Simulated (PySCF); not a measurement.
A GIAO shielding run with PySCF 2.14 (density fitting, non-relativistic, gas phase) on SMILES CC#CC(F)(F)[SiH2][SiH2]N, C4H9F2NSi2:

```
$ OMP_NUM_THREADS=1 python probes_run.py task.json out

{"job": {"kind": "nmr", "xc": "PBE0", "basis": "pcSseg-1"}, "charge": 0, "multiplicity": 1}
C      4.291869     0.650006    -0.103854
C      2.964535     0.113827     0.078394
C      1.855047    -0.319191     0.226195
C      0.515619    -0.821371     0.396592
F      0.345046    -1.995282    -0.313458
F      0.303069    -1.191645     1.711440
Si    -0.888981     0.422480    -0.128141
Si    -2.885726    -0.679751     0.244172
N     -4.082161     0.487215    -0.190203
H      4.254199     1.738269    -0.140949
H      4.713426     0.275811    -1.036001
H      4.931720     0.342500     0.722476
H     -0.503254     0.778053    -1.500589
H     -0.575013     1.609589     0.684721
H     -3.004193    -1.197495     1.621595
H     -3.147233    -1.798974    -0.665605
H     -4.056598     1.406106     0.220923
H     -5.040130     0.186172    -0.266023
```

Hardware: 1 thread of an Arm Neoverse V2, shared host. The job also computes population analyses, field gradients.

**Question.** How large is the calculation?

**Answer.** 86 electrons, 212 basis functions and 1142 auxiliary functions.

**Question.** How long does it take, and how much memory does it need?

**Answer.** 39 s of wall time, with 14 SCF cycles and 5 response iterations; peak memory 1 GiB. Times on a shared host scatter by some tens of per cent.
